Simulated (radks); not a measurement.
The numbers below are computed, except where a source is named.
Trend from La3+ to Lu3+: ionisation energy by Delta-SCF between NIST ground configurations, and size. Level of theory: scalar-relativistic Kohn-Sham, BLYP, spin-polarised, spherical densities, finite nucleus; open shells are filled with parallel spins first (spin-orbit coupling, left out, can overturn this in heavy ions); Fermi nuclear charge, rms radius of each element as measured or else 0.836 A^(1/3) + 0.57 fm (a radial shooting solver on a logarithmic mesh with Libxc functionals).

\begin{tabular}{lrrrrrrr}
species & configuration & configuration of the ion & IE (eV) & NIST (eV) & kind & -e(HOMO) (eV) & r at 0.001 e/bohr^3 (bohr) \\ \hline
La3+ & [Xe] & [Kr] 4d10 5s2 5p5 & 50.382 & 50.0 & semi-emp. & 44.518 (5p) & 3.52 \\
Ce3+ & [Xe] 4f1 & [Xe] & 37.750 & 36.91 & semi-emp. & 28.783 (4f) & 3.48 \\
Pr3+ & [Xe] 4f2 & [Xe] 4f1 & 39.327 & 38.98 & semi-emp. & 30.219 (4f) & 3.44 \\
Nd3+ & [Xe] 4f3 & [Xe] 4f2 & 40.740 & 40.60 & semi-emp. & 31.486 (4f) & 3.40 \\
Pm3+ & [Xe] 4f4 & [Xe] 4f3 & 42.013 & 41.2 & semi-emp. & 32.615 (4f) & 3.36 \\
Sm3+ & [Xe] 4f5 & [Xe] 4f4 & 43.167 & 41.6 & semi-emp. & 33.625 (4f) & 3.32 \\
Eu3+ & [Xe] 4f6 & [Xe] 4f5 & 44.215 & 42.9 & semi-emp. & 34.533 (4f) & 3.29 \\
Gd3+ & [Xe] 4f7 & [Xe] 4f6 & 45.169 & 44.4 & semi-emp. & 35.349 (4f) & 3.26 \\
Tb3+ & [Xe] 4f8 & [Xe] 4f7 & 40.690 & 39.33 & semi-emp. & 31.189 (4f) & 3.23 \\
Dy3+ & [Xe] 4f9 & [Xe] 4f8 & 41.835 & 41.2 & semi-emp. & 32.196 (4f) & 3.20 \\
Ho3+ & [Xe] 4f10 & [Xe] 4f9 & 42.887 & 42.5 & semi-emp. & 33.112 (4f) & 3.17 \\
Er3+ & [Xe] 4f11 & [Xe] 4f10 & 43.854 & 42.42 & semi-emp. & 33.948 (4f) & 3.14 \\
Tm3+ & [Xe] 4f12 & [Xe] 4f11 & 44.743 & 42.41 & semi-emp. & 34.711 (4f) & 3.12 \\
Yb3+ & [Xe] 4f13 & [Xe] 4f12 & 45.562 & 43.61 & semi-emp. & 35.407 (4f) & 3.09 \\
Lu3+ & [Xe] 4f14 & [Xe] 4f13 & 46.314 & 45.25 & semi-emp. & 36.042 (4f) & 3.07 \\
\end{tabular}

Reference values: NIST Atomic Spectra Database (exp. = measured, semi-emp. = semi-empirical, theory = theoretical value adopted there). Open shells are spherical and high-spin; term and fine-structure splittings are not resolved. Spin-orbit splitting is averaged out at the scalar-relativistic level. No tabulated value is given for the 4+ ions of Nd, Pm and Eu to Yb, where it belongs to another shell than the one emptied here.
